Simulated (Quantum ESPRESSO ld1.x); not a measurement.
Problem. Coherent X-ray form factor from a spherical all-electron density. Calculated with ld1.x of Quantum ESPRESSO 7.5: scalar-relativistic Kohn-Sham, exchange-only LDA, spin-polarised, spherical densities, point nucleus.

sin(theta)/lambda (1/angstrom)  f0 (electrons)
0.05                                    10.922
0.1                                     10.698
0.15                                    10.356
0.2                                      9.931
0.25                                     9.460
0.3                                      8.971
0.4                                      8.007
0.5                                      7.096
0.6                                      6.239
0.8                                      4.708
1                                        3.507
1.25                                     2.505
1.5                                      1.927
2                                        1.411

The species is in the configuration that NIST lists as its ground one. Which atom or ion scatters so?

Solution. The sulfur ion S5+, [Ne] 3s1. Extrapolating in s^2 from the first two rows gives f0(0) = 11.0, near the electron count 11; among species with that count, the fall with angle is slower the higher Z, and the table is that of Z = 16; from so few rows the species is fixed only to a neighbour or two.
